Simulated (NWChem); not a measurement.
System: C2H8BN; SMILES BN(C)C

Input file for NWChem:

```
start job
memory heap 200 mb stack 900 mb global 1100 mb
geometry units angstroms noautoz
  B     -0.000023     1.540214     0.000023
  H     -1.046339     2.122350     0.000306
  H      1.046275     2.122382    -0.000194
  N     -0.000002     0.147183    -0.000090
  C      1.217088    -0.655709    -0.000148
  C     -1.217067    -0.655746     0.000056
  H      1.260070    -1.303242     0.887289
  H      1.258923    -1.304570    -0.886720
  H      2.090923    -0.002128    -0.001613
  H     -1.259974    -1.303422    -0.887285
  H     -1.258939    -1.304466     0.886724
  H     -2.090922    -0.002192     0.001269
end
basis spherical
  * library def2-svp
end
dft
  xc xpbe96 cpbe96
  iterations 150
end
tddft
  nroots 6
  notriplet
end
task tddft energy
```

Structure relaxed at the B3LYP/6-31G* (spherical d) level.

Vertical excitations in the gas phase.

What results follow from this input? (PBE/def2-SVP, full TDDFT.) Quantities: lowest excitation, singlet (eV); oscillator strength of that lowest state; lowest state with f > 0.02, singlet (eV); oscillator strength of that bright state; orbital gap (eV).


| Quantity | Result |
|---|---|
| lowest excitation, singlet (eV) | 6.76 |
| oscillator strength of that lowest state | 0.286 |
| lowest state with f > 0.02, singlet (eV) | 6.76 |
| oscillator strength of that bright state | 0.286 |
| orbital gap (eV) | 5.61 |
